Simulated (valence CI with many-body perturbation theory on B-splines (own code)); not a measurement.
**Forbidden lines of Tl⁴⁰⁺**

Calculated by configuration interaction combined with many-body perturbation theory (CI+MBPT): five valence electrons over a frozen Dirac-Fock core [Kr], radial functions for each j: 7 s, 7 p, 8 d, 6 f, 4 g, 1 h, with the one-electron correlation potential Σ1, the two-electron term Σ2, the three-electron term Σ3, Breit, model QED; selected CI, second order for the rest (own B-spline code, finite nucleus).

No measured spectrum was set against this ion. As an estimate, large intervals hold to a few tenths of a per cent, small ones and those within an open d or f shell to about a per cent. Only levels of the ground parity were solved; by the run's estimate the other parity begins above the list, which can be wrong where configurations are misplaced.

Lines 1 to 50 of 120 in falling wavelength, among levels below 1003400 cm⁻¹, chosen from the decays that carry over 1 % of a level's rate. Wavelengths and rates use the calculated energies. Electric multipoles are in the length gauge, E1 and E2 with the static RPA response of the core. Weak lines are less certain than strong ones. Lines between different terms over intervals too small for the method are left out, as are lines whose strength nearly cancels. The highest levels of a list are the least certain. Branching is blank where the lifetime is uncertain.

Levels are named by their leading jj configuration (3d3/2^4 stands for four electrons in 3d with j = 3/2), which in mixed levels can hold well under half, so a name can repeat and another be missing. Letters in brackets count levels of one name in rising energy.

```csv
λ vac (Å),Upper,Lower,Type,A (s⁻¹),Branch %
11210,(4d3/2^3 4d5/2^2) J=11/2,(4d3/2^3 4d5/2^2) J=7/2 [a],E2,3.09e-07,
6433,(4d3/2^3 4d5/2^2) J=9/2,(4d3/2^3 4d5/2^2) J=11/2,M1,3.08e+01,13.5
4088,(4d3/2^3 4d5/2^2) J=9/2,(4d3/2^3 4d5/2^2) J=7/2 [a],M1,1.40e+02,61.5
3267,(4d3/2^3 4d5/2^2) J=5/2 [b],(4d3/2^3 4d5/2^2) J=3/2 [a],M1,2.15e+02,2.8
2420,(4d3/2^3 4d5/2^2) J=1/2,(4d3/2^3 4d5/2^2) J=3/2 [a],M1,1.56e+03,89.2
1945,(4d3/2^3 4d5/2^2) J=7/2 [b],(4d3/2^3 4d5/2^2) J=7/2 [a],M1,2.67e+02,4.4
1521,(4d3/2^2 4d5/2^3) J=9/2 [c],(4d3/2^2 4d5/2^3) J=9/2 [b],M1,1.76e+03,1.8
1369,(4d3/2^3 4d5/2^2) J=3/2 [b],(4d3/2^3 4d5/2^2) J=5/2 [b],M1,7.55e+02,2.8
1285,(4d3/2^3 4d5/2^2) J=5/2 [b],(4d3/2^3 4d5/2^2) J=5/2 [a],M1,3.70e+03,47.9
1247,(4d3/2^2 4d5/2^3) J=3/2 [c],(4d3/2^2 4d5/2^3) J=1/2 [b],M1,1.30e+03,1.3
975.5,(4d3/2^2 4d5/2^3) J=3/2 [c],(4d3/2^2 4d5/2^3) J=5/2 [c],M1,3.57e+03,3.5
964.7,(4d3/2^3 4d5/2^2) J=3/2 [b],(4d3/2^3 4d5/2^2) J=3/2 [a],M1,2.20e+03,8.1
783.0,(4d3/2^2 4d5/2^3) J=1/2 [a],(4d3/2^3 4d5/2^2) J=3/2 [b],M1,1.59e+04,4.8
737.6,(4d3/2^2 4d5/2^3) J=3/2 [a],(4d3/2^3 4d5/2^2) J=3/2 [b],M1,7.26e+03,1.5
720.0,(4d3/2^2 4d5/2^3) J=5/2 [b],(4d3/2^3 4d5/2^2) J=3/2 [b],M1,1.03e+04,4.0
669.8,(4d3/2^2 4d5/2^3) J=5/2 [d],(4d3/2^2 4d5/2^3) J=5/2 [b],M1,7.29e+03,3.8
662.9,(4d3/2^3 4d5/2^2) J=3/2 [b],(4d3/2^3 4d5/2^2) J=5/2 [a],M1,1.78e+03,6.6
580.7,(4d3/2^2 4d5/2^3) J=5/2 [c],(4d3/2^3 4d5/2^2) J=3/2 [b],M1,5.59e+04,17.1
576.5,(4d3/2^2 4d5/2^3) J=9/2 [a],(4d3/2^3 4d5/2^2) J=7/2 [b],M1,2.21e+04,12.4
561.4,(4d3/2^2 4d5/2^3) J=7/2 [a],(4d3/2^3 4d5/2^2) J=5/2 [b],M1,4.08e+04,15.4
559.9,(4d3/2^2 4d5/2^3) J=5/2 [a],(4d3/2^3 4d5/2^2) J=3/2 [a],M1,8.41e+03,1.7
546.7,(4d3/2 4d5/2^4) J=3/2 [a],(4d3/2^2 4d5/2^3) J=1/2 [b],M1,7.09e+03,1.1
546.1,(4d3/2^2 4d5/2^3) J=5/2 [d],(4d3/2^2 4d5/2^3) J=7/2 [a],M1,1.15e+04,6.0
544.1,(4d3/2^2 4d5/2^3) J=5/2 [a],(4d3/2^3 4d5/2^2) J=7/2 [a],M1,3.22e+04,6.7
535.7,(4d3/2^3 4d5/2^2) J=5/2 [a],(4d3/2^4 4d5/2) J=5/2,M1,2.20e+05,100.0
527.8,(4d3/2^2 4d5/2^3) J=7/2 [a],(4d3/2^3 4d5/2^2) J=9/2,M1,5.99e+04,22.6
526.2,(4d3/2^2 4d5/2^3) J=1/2 [a],(4d3/2^3 4d5/2^2) J=1/2,M1,9.75e+04,29.5
514.2,(4d3/2^2 4d5/2^3) J=1/2 [b],(4d3/2^3 4d5/2^2) J=3/2 [b],M1,5.42e+03,2.2
512.4,(4d3/2^2 4d5/2^3) J=11/2,(4d3/2^3 4d5/2^2) J=9/2,M1,2.59e+04,14.5
510.9,(4d3/2 4d5/2^4) J=7/2 [a],(4d3/2^2 4d5/2^3) J=5/2 [c],M1,4.11e+04,7.9
509.3,(4d3/2^2 4d5/2^3) J=5/2 [b],(4d3/2^3 4d5/2^2) J=7/2 [b],M1,2.73e+04,10.5
505.3,(4d3/2^2 4d5/2^3) J=3/2 [a],(4d3/2^3 4d5/2^2) J=1/2,M1,2.11e+04,4.4
499.0,(4d3/2^2 4d5/2^3) J=9/2 [a],(4d3/2^3 4d5/2^2) J=9/2,M1,2.01e+03,1.1
497.8,(4d3/2 4d5/2^4) J=5/2 [a],(4d3/2^2 4d5/2^3) J=3/2 [a],M1,5.12e+04,6.8
496.1,(4d3/2 4d5/2^4) J=9/2,(4d3/2^2 4d5/2^3) J=7/2 [c],M1,3.50e+04,9.5
487.3,(4d3/2 4d5/2^4) J=3/2 [a],(4d3/2^2 4d5/2^3) J=5/2 [c],M1,4.71e+04,7.2
482.7,(4d3/2 4d5/2^4) J=7/2 [a],(4d3/2^2 4d5/2^3) J=9/2 [b],M1,3.92e+04,7.5
479.3,(4d3/2^2 4d5/2^3) J=3/2 [a],(4d3/2^3 4d5/2^2) J=5/2 [b],M1,8.10e+04,17.0
474.6,(4d3/2^2 4d5/2^3) J=11/2,(4d3/2^3 4d5/2^2) J=11/2,M1,1.53e+05,85.5
471.8,(4d3/2^2 4d5/2^3) J=5/2 [b],(4d3/2^3 4d5/2^2) J=5/2 [b],M1,9.60e+04,36.9
469.0,(4d3/2^2 4d5/2^3) J=5/2 [d],(4d3/2^2 4d5/2^3) J=5/2 [a],M1,2.54e+03,1.3
467.5,(4d3/2^2 4d5/2^3) J=7/2 [a],(4d3/2^3 4d5/2^2) J=7/2 [a],M1,9.58e+04,36.2
463.1,(4d3/2^2 4d5/2^3) J=9/2 [a],(4d3/2^3 4d5/2^2) J=11/2,M1,5.99e+04,33.7
461.8,(4d3/2 4d5/2^4) J=5/2 [b],(4d3/2^2 4d5/2^3) J=7/2 [c],M1,2.41e+04,5.8
461.1,(4d3/2 4d5/2^4) J=11/2,(4d3/2^2 4d5/2^3) J=9/2 [b],M1,3.59e+04,8.6
458.3,(4d3/2^2 4d5/2^3) J=9/2 [b],(4d3/2^3 4d5/2^2) J=7/2 [b],M1,2.81e+04,8.9
444.7,(4d3/2^2 4d5/2^3) J=9/2 [a],(4d3/2^3 4d5/2^2) J=7/2 [a],M1,9.38e+04,52.7
444.7,(4d3/2^2 4d5/2^3) J=7/2 [b],(4d3/2^3 4d5/2^2) J=7/2 [b],M1,3.16e+04,33.7
442.8,(4d3/2^2 4d5/2^3) J=5/2 [a],(4d3/2^3 4d5/2^2) J=5/2 [a],M1,4.39e+05,91.2
437.3,(4d3/2^3 4d5/2^2) J=7/2 [a],(4d3/2^4 4d5/2) J=5/2,M1,1.09e+05,99.3
```
